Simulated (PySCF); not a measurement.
PbCl2, SMILES [Cl][Pb][Cl] (connectivity only; charge and spin as stated), neutral, multiplicity 1.

Coordinates come from a B3LYP-D3(BJ)/def2-TZVP optimisation. The isomer is the one that the SMILES or the coordinates give; other isomers of the formula were not compared. The def2 effective core potentials stand for the cores of Pb; spin–orbit coupling is left out.

These are PBE/def2-TZVPD (PySCF) values and carry that method's errors.

| Quantity | Value |
|---|---|
| total energy | -1113.08145 hartree |
| point group | C2v |
| highest occupied level | -7.12 eV |
| lowest empty level | -3.89 eV |
| orbital gap | 3.23 eV |
| dipole moment | 4.38 D |
| quadrupole, principal values (traceless, Buckingham form, about the centre of nuclear charge) | -9.85, 1.77, 8.09 D·Å |
| mean static polarisability | 76.2 bohr³ (11.29 Å³) |
| polarisability, principal values | 53.0, 77.7, 97.9 bohr³ |
